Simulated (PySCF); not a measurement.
**Ionisation energy of Cl²⁺ by level of theory**

Cl²⁺ [Ne] 3s2 3p3 (4S) → Cl³⁺ [Ne] 3s2 3p2 (3P), as a difference of total energies. Calculation: PySCF 2.14, in aug-cc-pCVQZ-DK; scalar relativity by spin-free X2C-1e. Correlated levels: valence: [Ne] frozen; valence and next inner shell: 1s2 frozen; nothing frozen. The calculations carry no spin-orbit coupling.

```
                                method  ionisation energy (eV)
                                   UHF                  38.955
                                   LDA                  39.661
                                   PBE                  39.571
                                  PBE0                  39.654
                                r2SCAN                  39.832
                                  BP86                  39.600
                             CAM-B3LYP                  39.536
                                M06-2X                  39.437
                         MP2 (valence)                  39.662
                     SCS-MP2 (valence)                  39.458
    MP2 (valence and next inner shell)                  39.724
SCS-MP2 (valence and next inner shell)                  39.514
                   MP2 (all electrons)                  39.727
               SCS-MP2 (all electrons)                  39.516
```

Question: How much does correlation contribute at MP2 (all electrons)?

Answer: 39.727 − (38.955) = 0.772 eV, measured against UHF.

A first-order spin-orbit estimate (lowest level to lowest level, LS coupling) adds -0.101 eV.

For comparison: 39.8 ± 0.11 eV (semi-empirical (NIST evaluation); NIST Atomic Spectra Database, ionization energies).
